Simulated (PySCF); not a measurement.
[ReO4]- (charge -1 and singlet state).
Bonds: Re1–O2, Re1–O3, Re1–O4, Re1–O5.

Method: PBE0-D3(BJ)/def2-SVP geometry optimisation, gas phase, def2 core potentials past Kr (PySCF 2.14.0); density fitting, grid level 1; the optimiser is geomeTRIC in internal coordinates, started from a GFN2-xTB structure with every atom displaced at random (about 0.03 Å).

Step 0: E = -10308.1106 eV
```
atom  x, y, z in Å  |  force x, y, z in eV/Å
Re1     0.0612   -0.0766    0.0125   -9.335   3.356  -0.082
O2     -0.0068   -0.0310    1.6863    0.483  -0.328   3.943
O3      1.5320    0.0031   -0.5998    9.721  -0.226  -3.292
O4     -0.7055    1.3926   -0.5557    0.044  -0.572   0.221
O5     -0.8061   -1.3985   -0.6053   -0.913  -2.231  -0.790
```

**Question.** Estimate the geometry and energy of step 1. (The exact step hangs on the optimiser's Hessian estimate; all steps are aligned on step 0, rigid shifts and turns removed.)

**Answer.** E = -10308.8566 eV, largest force 2.336 eV/Å
```
atom  x, y, z in Å  |  force x, y, z in eV/Å
Re1    -0.0056   -0.0075   -0.0169    1.654  -1.237   0.478
O2      0.0230   -0.0539    1.7471   -0.172   0.163  -1.881
O3      1.6713   -0.0489   -0.5987   -2.224   0.173   0.692
O4     -0.7853    1.4395   -0.5749    0.171  -0.514   0.195
O5     -0.8285   -1.4397   -0.6187    0.571   1.415   0.516
```

The energy changes by -0.7460 eV. The first-order estimate −F·Δx gives -2.5699 eV and the mean of the old and new forces, exact on a quadratic surface, -0.8996 eV. The step makes an angle of 39° with the force vector and moves no atom by more than 0.149 Å.

The cost below is that of the whole optimisation. On an Arm Neoverse V1 with one thread, shared host, this took 25 s wall and 0.34 GiB of memory at its peak.
